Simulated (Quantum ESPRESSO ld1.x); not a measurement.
Problem. The mean radii <r> (bohr) of the occupied orbitals of an atom or ion are listed with their occupations. Method: Dirac Kohn-Sham, relativistic LDA (MacDonald-Vosko exchange, VWN5 correlation), spin-unpolarised, spherical densities, point nucleus; computed with ld1.x of Quantum ESPRESSO 7.5.

| orbital | occ. | <r> |
|---|---|---|
| 1s1/2 | 2 | 0.04289 |
| 2s1/2 | 2 | 0.1898 |
| 2p1/2 | 2 | 0.1630 |
| 2p3/2 | 4 | 0.1669 |
| 3s1/2 | 2 | 0.5525 |
| 3p1/2 | 2 | 0.5570 |
| 3p3/2 | 4 | 0.5675 |
| 3d3/2 | 4 | 0.5833 |
| 3d5/2 | 6 | 0.5873 |
| 4s1/2 | 2 | 1.504 |
| 4p1/2 | 0.333333 | 1.670 |
| 4p3/2 | 0.666667 | 1.693 |

Name the element and its charge. Open shells, if any, are shared by 2j + 1.

Solution. Z = 35, bromine, charge +4: Br4+ in [Ar] 3d10 4s2 4p1. The 1s radius gives Z: for a bare nucleus <r> = (2 gamma + 1)/(2Z) with gamma = sqrt(1 - (Z/c)^2), 0.04191 bohr for Z = 35, and screening makes it slightly larger (0.04289 here). The occupations add up to 31, and the charge is Z minus that.
